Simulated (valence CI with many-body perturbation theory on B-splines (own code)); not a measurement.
**Cd25+ in brief**

Calculated by configuration interaction combined with many-body perturbation theory (CI+MBPT): five valence electrons over a frozen Dirac-Fock core [Ar], radial functions for each j: 7 s, 7 p, 8 d, 6 f, 4 g, 1 h, with the one-electron correlation potential Σ1 (screened to all orders), the two-electron term Σ2, the three-electron term Σ3, Breit, model QED; selected single and double excitations, second order for the rest (own B-spline code, finite nucleus).

No measured levels were compared; by estimate terms of the open shell hold to 2 to 4 % of their energy, and close levels can change places. Core correlation moves these levels by up to 13000 cm⁻¹, and in measured spectra 5 to 20 % of such shifts remained as error; rates that hang on mixing are uncertain with them. Only levels of the ground parity were solved; by the run's estimate the other parity begins above the list, which can be wrong where configurations are misplaced.

Levels are named by their leading jj configuration (3d3/2^4 stands for four electrons in 3d with j = 3/2), which in mixed levels can hold well under half, so a name can repeat and another be missing.

Rates and lifetimes use the calculated energies. Strong lines usually hold to 10 to 20 %, long lifetimes can be off by a factor of two.

Task: What is the ground level?

Result: (3d3/2^3 3d5/2^2) J=5/2, composition 80 % 3d5 6S + 16 % 3d5 4P, g = 1.905.

Task: What is the ionisation energy?

Result: 1319.9 eV; NIST lists 1320 ± 4 eV (theoretical).

Task: How well does LS coupling describe the low levels?

Result: Among the lowest 20 levels the leading LS term, summed over configurations, holds 56 % on average. For single configurations the figures are 56 % in LS and 69 % in jj coupling. Terms mix most in the J = 5/2 level at 85510 cm⁻¹, where the leading one holds 26 %.
